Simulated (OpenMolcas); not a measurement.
**Mo5+: effect of the ligand basis**

Mo5+ with 6 ligands (fluoride) in octahedral coordination (Oh) at 1.92 Å. A charge of +0.167 e stands 2.8 Å behind each ligand.

| Item | Value |
| --- | --- |
| Program | OpenMolcas 26.06 |
| Method | SS-CASPT2, IPEA 0.25 Eh, imaginary shift 0.1 Eh (closed shells correlated: 4s 4p and the ligand valence shells) |
| Spin-orbit coupling | RASSI with atomic mean-field integrals over the reference wave functions |

Fixed: metal basis ANO-RCC-VTZP, active space 1 electron in 5 orbitals (4d), DKH2 Hamiltonian.

States (labels of O, the rotations of Oh). Energies in cm-1 above the lowest state or level, χT in cm3 K/mol; under a threefold ground state the first gap can be a small split of the lowest multiplet, not the spin-orbit step; 10Dq is the gap between the two states.

```csv
Run,Ligand basis,Ground state,First state of that spin,10Dq,First gap with spin-orbit (degeneracies),χT at 300 K,Cost
A,ANO-RCC-VDZP,2T2,2E 35480,35484,"1250 (4, 2)",0.118,roughly 20 core-seconds
B,ANO-RCC-VTZP,2T2,2E 35140,35144,"1250 (4, 2)",0.118,roughly 80 core-seconds
```

Against A, |10Dq| changes by -1.0 % in B.

Costs are those of the CASPT2 steps.

Roots that are degenerate in the reference are averaged as groups; the widest CASPT2 spread within a group is 250 cm-1 (the 3-fold group of multiplicity 2 near 0 cm-1 above the lowest state of its run, A). Shifts and gaps below about the spread of the groups concerned are not significant. Over all roots computed the reference weight is 0.69 in A, 0.69 in B; a low but even weight reflects the number of correlated electrons. An orbital triplet at a regular site is open to Jahn-Teller coupling, which can distort the site and quench the lowest spin-orbit gaps and is left out. Ligand-to-metal charge-transfer states are missing. With one d shell and no ligand orbital active, 10Dq can be off by a tenth or more. The least metal-like active orbital is 74 % on the metal (Löwdin) and no ligand orbital is active, so the numbers are rough (holds for A). The least metal-like active orbital is 69 % on the metal (Löwdin) and no ligand orbital is active, so the numbers are rough (holds for B). No measured value stands beside these numbers; the geometry is a model, was not optimised and need not be the one that this ion takes.
